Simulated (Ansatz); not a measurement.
System: AlS, charge 0, multiplicity 2. 
Coordinates optimised at B3LYP-D3(BJ)/def2-TZVP (Ansatz, a quantum-chemistry and plane-wave program):
```
Al
S 1 2.0456
```
Charge 0, spin multiplicity 2.

Quantity: vertical ionisation energy (to the triplet state of charge +1; each state is the SCF solution reached for its spin), in eV. Correlated levels leave the core frozen unless marked. UHF or UKS for open shells. No spin-orbit coupling. Non-relativistic. Basis-set limits of correlation are two-point, X^-3; Hartree-Fock from the larger set.

| level | program | vertical ionisation energy (eV) |
|---|---|---|
| SVWN5/def2-TZVPD | Ansatz | 9.58 |
| B3LYP/def2-TZVPD | Ansatz | 9.26 |
| PBE0/def2-TZVPD | Ansatz | 9.21 |
| BHLYP/def2-TZVPD | Ansatz | 8.96 |

Q: What does CCSD(T)/CBS(aug-cc-pV(T+d)Z,aug-cc-pV(Q+d)Z) (Ansatz) give?

A: 9.34 eV
